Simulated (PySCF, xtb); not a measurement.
Be(Cl)(GeH3) (BeClGeH3), SMILES [Cl][Be][GeH3].

GFN2-xTB (xtb) at its own geometry gives an orbital gap of 4.57 eV and a dipole moment of 1.86 D.

The structure is a stationary point at PBE0-D3(BJ)/def2-TZVP.

Problem. What does r2SCAN/def2-TZVPD in PySCF give? (The exact figures need the calculation; the answer reports its results.)

Solution. gap 5.82 eV (levels -7.42 and -1.60 eV), dipole 0.12 D.
